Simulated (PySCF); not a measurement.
PySCF input for Si(AsH2)2(H)2 (As2H6Si), SMILES [AsH2][SiH2][AsH2], TDA-PBE/def2-SVPD. Geometry optimised at ωB97X-D3(BJ)/def2-SVP. This is a generated structure with no PubChem entry under its InChIKey; it may be hypothetical.

```python
import numpy as np
from pyscf import gto, scf, dft, tdscf

mol = gto.M(
    atom='''
    Si   -0.00000000   -0.00000000    1.02967811
    As    2.00224982   -0.00000000   -0.20751491
    As   -2.00224982   -0.00000000   -0.20751491
    H     0.00000001   -1.20979397    1.90399855
    H    -0.00000000    1.20979398    1.90399855
    H     1.50978185    1.10125211   -1.13187670
    H     1.50978185   -1.10125210   -1.13187669
    H    -1.50978185   -1.10125211   -1.13187668
    H    -1.50978186    1.10125210   -1.13187669
    ''',
    basis='def2-SVPD',
    charge=0,
    spin=0,
    symmetry=True,
    max_memory=1600,
    verbose=4,
)
mf = dft.RKS(mol, xc='pbe').density_fit(auxbasis='def2-universal-jkfit')
mf.grids.level = 3
mf.conv_tol = 1e-9
mf.max_cycle = 100
mf.kernel()
mf.grids = dft.Grids(mol).set(level=1).build(with_non0tab=True)  # coarser grid for the response kernel
td = tdscf.TDA(mf)
td.singlet = True
td.nstates = 10
td.conv_tol = 1e-4
td.positive_eig_threshold = 1e-6
td.kernel(x0=td.get_init_guess(mf, 15))
td.analyze()
tt = tdscf.TDA(mf)
tt.singlet = False
tt.nstates = 4
tt.conv_tol = 1e-4
tt.positive_eig_threshold = 1e-6
tt.kernel(x0=tt.get_init_guess(mf, 9))
tt.analyze(verbose=3)
```

Output:

```
PySCF version 2.14.0

[INPUT] verbose = 4
[INPUT] num. atoms = 9
[INPUT] num. electrons = 86
[INPUT] charge = 0
[INPUT] spin (= nelec alpha-beta = 2S) = 0
[INPUT] symmetry True subgroup None
[INPUT] Mole.unit = angstrom
[INPUT] Symbol           X                Y                Z      unit          X                Y                Z       unit  Magmom
[INPUT]  1 Si     0.000000000000   0.000000000000   1.029678110000 AA    0.000000000000   0.000000000000   1.945809624360 Bohr   0.0
[INPUT]  2 As     2.002249820000   0.000000000000  -0.207514910000 AA    3.783703792760   0.000000000000  -0.392146346664 Bohr   0.0
[INPUT]  3 As    -2.002249820000   0.000000000000  -0.207514910000 AA   -3.783703792760   0.000000000000  -0.392146346664 Bohr   0.0
[INPUT]  4 H      0.000000010000  -1.209793970000   1.903998550000 AA    0.000000018897  -2.286179270450   3.598035801069 Bohr   0.0
[INPUT]  5 H      0.000000000000   1.209793980000   1.903998550000 AA    0.000000000000   2.286179289348   3.598035801069 Bohr   0.0
[INPUT]  6 H      1.509781850000   1.101252110000  -1.131876700000 AA    2.853074204339   2.081064881999  -2.138936969776 Bohr   0.0
[INPUT]  7 H      1.509781850000  -1.101252100000  -1.131876690000 AA    2.853074204339  -2.081064863102  -2.138936950879 Bohr   0.0
[INPUT]  8 H     -1.509781850000  -1.101252110000  -1.131876680000 AA   -2.853074204339  -2.081064881999  -2.138936931982 Bohr   0.0
[INPUT]  9 H     -1.509781860000   1.101252100000  -1.131876690000 AA   -2.853074223236   2.081064863102  -2.138936950879 Bohr   0.0

nuclear repulsion = 460.95607257387
point group symmetry = C2v
symmetry origin: [ 5.16382802e-18  2.19735594e-10 -3.95524069e-09]
symmetry axis x: [1.00000000e+00 2.66426287e-11 6.69461031e-13]
symmetry axis y: [ 2.66426287e-11 -1.00000000e+00 -1.33965916e-10]
symmetry axis z: [-6.69461028e-13 -1.33965917e-10  1.00000000e+00]
num. orbitals of irrep A1 = 52
num. orbitals of irrep A2 = 24
num. orbitals of irrep B1 = 41
num. orbitals of irrep B2 = 31
number of shells = 62
number of NR pGTOs = 262
number of NR cGTOs = 148
basis = def2-SVPD
ecp = {}


******** <class 'pyscf.df.df_jk.DFSymAdaptedRKS'> ********
method = DFSymAdaptedRKS
initial guess = minao
damping factor = 0
level_shift factor = 0
DIIS = <class 'pyscf.scf.diis.CDIIS'>
diis_start_cycle = 1
diis_space = 8
diis_damp = 0
SCF conv_tol = 1e-09
SCF conv_tol_grad = None
SCF max_cycles = 100
direct_scf = False
XC library pyscf.dft.libxc version 7.1.2
    S. Lehtola, C. Steigemann, M. J. T. Oliveira, and M. A. L. Marques,  SoftwareX 7, 1–5 (2018)
XC functionals = pbe
    J. P. Perdew, K. Burke, and M. Ernzerhof,  Phys. Rev. Lett. 77, 3865 (1996)
    J. P. Perdew, K. Burke, and M. Ernzerhof,  Phys. Rev. Lett. 78, 1396 (1997)
    J. P. Perdew, K. Burke, and M. Ernzerhof,  Phys. Rev. Lett. 77, 3865 (1996)
    J. P. Perdew, K. Burke, and M. Ernzerhof,  Phys. Rev. Lett. 78, 1396 (1997)
radial grids:
    Treutler-Ahlrichs [JCP 102, 346 (1995); DOI:10.1063/1.469408] (M4) radial grids

becke partition: Becke, JCP 88, 2547 (1988); DOI:10.1063/1.454033
pruning grids: <function nwchem_prune>
grids dens level: 3
symmetrized grids: True
atomic radii adjust function: <function treutler_atomic_radii_adjust>
small_rho_cutoff = 0
Freeze 0 electrons in irreps []
    86 free electrons in irreps A1 A2 B1 B2
Set gradient conv threshold to 3.16228e-05
Initial guess from minao.
tot grids = 118880
init E= -4761.85483949176
HOMO (B1) = -0.265626542378513  LUMO (A1) = -0.0794864996734974  gap/eV = 5.06513
cycle= 1 E= -4763.36351335905  delta_E= -1.51  |g|= 0.38  |ddm|= 3.58
HOMO (B1) = -0.199447226529071  LUMO (A1) = -0.0346494209544037  gap/eV = 4.48438
cycle= 2 E= -4763.37214379454  delta_E= -0.00863  |g|= 0.299  |ddm|= 0.833
HOMO (B1) = -0.213991418069959  LUMO (A1) = -0.0421234421820365  gap/eV = 4.67677
cycle= 3 E= -4763.38117416123  delta_E= -0.00903  |g|= 0.0237  |ddm|=  0.3
HOMO (B1) = -0.216883425760308  LUMO (A1) = -0.045231929596012  gap/eV = 4.67088
cycle= 4 E= -4763.38135546012  delta_E= -0.000181  |g|= 0.0114  |ddm|= 0.0586
HOMO (B1) = -0.217041296257348  LUMO (A1) = -0.0449568803741922  gap/eV = 4.68266
cycle= 5 E= -4763.38140431394  delta_E= -4.89e-05  |g|= 0.00244  |ddm|= 0.0228
HOMO (B1) = -0.216940247939913  LUMO (A1) = -0.044927397241076  gap/eV = 4.68071
cycle= 6 E= -4763.38140594286  delta_E= -1.63e-06  |g|= 0.000567  |ddm|= 0.00494
HOMO (B1) = -0.216952166333975  LUMO (A1) = -0.0449228057090902  gap/eV = 4.68116
cycle= 7 E= -4763.38140609232  delta_E= -1.49e-07  |g|= 0.000118  |ddm|= 0.00142
HOMO (B1) = -0.21695481368035  LUMO (A1) = -0.0449252784679941  gap/eV = 4.68116
cycle= 8 E= -4763.38140609839  delta_E= -6.08e-09  |g|= 4.69e-05  |ddm|= 0.000311
HOMO (B1) = -0.216949501588825  LUMO (A1) = -0.0449221265220721  gap/eV = 4.68110
cycle= 9 E= -4763.3814060992  delta_E= -8.07e-10  |g|= 6.08e-06  |ddm|= 0.000108
HOMO (B1) = -0.216951076948523  LUMO (A1) = -0.0449230901058337  gap/eV = 4.68112
Extra cycle  E= -4763.38140609919  delta_E= 1.18e-11  |g|= 8.06e-06  |ddm|= 2.7e-05
converged SCF energy = -4763.38140609919
tot grids = 35912
Overwritten attributes  positive_eig_threshold  of <class 'pyscf.tdscf.rks.TDA'>


******** <class 'pyscf.tdscf.rks.TDA'> for <class 'pyscf.df.df_jk.DFSymAdaptedRKS'> ********
nstates = 10 singlet
deg_eia_thresh = 1.000e-03
wfnsym = None
conv_tol = 0.0001
eigh lindep = 1e-12
eigh level_shift = 0
eigh max_cycle = 100


Excitation energies (eV)
[5.13345069 5.48545747 5.50344053 5.60231211 5.69334211 6.27164369
 6.29583452 6.35747301 6.59178454 6.90069404]

** Singlet excitation energies and oscillator strengths **
Excited State   1:   B1      5.13345 eV    241.52 nm  f=0.0310
      43 -> 44       -0.58997
      43 -> 46       -0.37385
Excited State   2:   A2      5.48546 eV    226.02 nm  f=0.0000
      43 -> 45       -0.69561
Excited State   3:   A1      5.50344 eV    225.28 nm  f=0.0006
      43 -> 47       -0.70370
Excited State   4:   B2      5.60231 eV    221.31 nm  f=0.0109
      42 -> 45       -0.10573
      43 -> 48        0.69580
Excited State   5:   B1      5.69334 eV    217.77 nm  f=0.4552
      40 -> 44        0.10935
      41 -> 47        0.10914
      43 -> 44        0.33811
      43 -> 46       -0.58300
Excited State   6:   A2      6.27164 eV    197.69 nm  f=0.0000
      42 -> 48       -0.12820
      43 -> 49        0.68789
Excited State   7:   B1      6.29583 eV    196.93 nm  f=0.0043
      43 -> 50       -0.70381
Excited State   8:   A1      6.35747 eV    195.02 nm  f=0.0056
      41 -> 44        0.17242
      42 -> 44       -0.58262
      43 -> 51        0.34938
Excited State   9:   A1      6.59178 eV    188.09 nm  f=0.0097
      41 -> 44       -0.62528
      42 -> 46       -0.21158
      43 -> 51        0.21646
Excited State  10:   A1      6.90069 eV    179.67 nm  f=0.0344
      42 -> 44       -0.16395
      42 -> 46       -0.52910
      43 -> 51       -0.41142

** Transition electric dipole moments (AU) **
state          X           Y           Z        Dip. S.      Osc.
  1         0.4963      0.0000      0.0000      0.2463      0.0310
  2        -0.0000     -0.0000      0.0000      0.0000      0.0000
  3         0.0000      0.0000      0.0665      0.0044      0.0006
  4         0.0000      0.2815      0.0000      0.0792      0.0109
  5        -1.8065     -0.0000      0.0000      3.2633      0.4552
  6         0.0000     -0.0000      0.0000      0.0000      0.0000
  7         0.1678     -0.0000     -0.0000      0.0282      0.0043
  8         0.0000      0.0000     -0.1894      0.0359      0.0056
  9         0.0000      0.0000     -0.2451      0.0601      0.0097
 10        -0.0000      0.0000     -0.4514      0.2037      0.0344

** Transition velocity dipole moments (imaginary part, AU) **
state          X           Y           Z        Dip. S.      Osc.
  1         0.0035     -0.0000      0.0000      0.0000      0.0000
  2        -0.0000      0.0000     -0.0000      0.0000      0.0000
  3        -0.0000     -0.0000     -0.0141      0.0002      0.0007
  4        -0.0000      0.0054      0.0000      0.0000      0.0001
  5        -0.2269     -0.0000     -0.0000      0.0515      0.1640
  6         0.0000     -0.0000      0.0000      0.0000      0.0000
  7         0.0697     -0.0000     -0.0000      0.0049      0.0140
  8         0.0000      0.0000     -0.0090      0.0001      0.0002
  9        -0.0000      0.0000     -0.0840      0.0071      0.0194
 10         0.0000      0.0000     -0.0425      0.0018      0.0048

** Transition magnetic dipole moments (imaginary part, AU) **
state          X           Y           Z
  1         0.0000     -1.3156     -0.0000
  2         0.0000      0.0000      0.6167
  3        -0.0000     -0.0000     -0.0000
  4        -0.0020     -0.0000     -0.0000
  5         0.0000      0.2777     -0.0000
  6        -0.0000     -0.0000     -1.3258
  7        -0.0000      0.2369     -0.0000
  8         0.0000     -0.0000      0.0000
  9         0.0000      0.0000     -0.0000
 10        -0.0000     -0.0000     -0.0000


******** <class 'pyscf.tdscf.rks.TDA'> for <class 'pyscf.df.df_jk.DFSymAdaptedRKS'> ********
nstates = 4 triplet
deg_eia_thresh = 1.000e-03
wfnsym = None
conv_tol = 0.0001
eigh lindep = 1e-12
eigh level_shift = 0
eigh max_cycle = 100


Excitation energies (eV)
[4.33688428 5.08009937 5.19095185 5.19410994]

** Triplet excitation energies and oscillator strengths **
Excited State   1:   B1      4.33688 eV    285.88 nm  f=0.0000
Excited State   2:   A2      5.08010 eV    244.06 nm  f=0.0000
Excited State   3:   B2      5.19095 eV    238.85 nm  f=0.0000
Excited State   4:   B1      5.19411 eV    238.70 nm  f=0.0000
```

Self-consistency was reached.
